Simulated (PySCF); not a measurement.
C3H6O3, SMILES O(C)C(OC)=O. Atoms are numbered in the order given.

```xyz
12

C      2.3146     0.0000     0.0182
O      1.0776     0.0000     0.7051
C      0.0000     0.0000    -0.0709
O      0.0000     0.0000    -1.2732
O     -1.0776     0.0000     0.7051
C     -2.3146     0.0000     0.0182
H      2.4129     0.8924    -0.6176
H      3.0925     0.0000     0.7905
H      2.4129    -0.8924    -0.6176
H     -3.0925     0.0000     0.7905
H     -2.4129    -0.8924    -0.6176
H     -2.4129     0.8924    -0.6176
```

Geometry optimised at PBE0-D3(BJ)/def2-SVP.

Level of theory: M06-2X/def2-TZVP run with PySCF.

Question: Estimate the frontier levels, gap, dipole moment and polarisability. (The exact figures need the calculation; the answer reports its results.)

Answer: 
* **highest occupied level**: -10.27 eV
* **lowest empty level**: 1.96 eV
* **orbital gap**: 12.23 eV
* **dipole moment**: 0.47 D
* **quadrupole, principal values (traceless, Buckingham form, about the centre of nuclear charge)**: -11.61, -1.48, 13.10 D·Å
* **mean static polarisability**: 46.5 bohr³ (6.89 Å³)
* **polarisability, principal values**: 36.7, 44.0, 58.7 bohr³
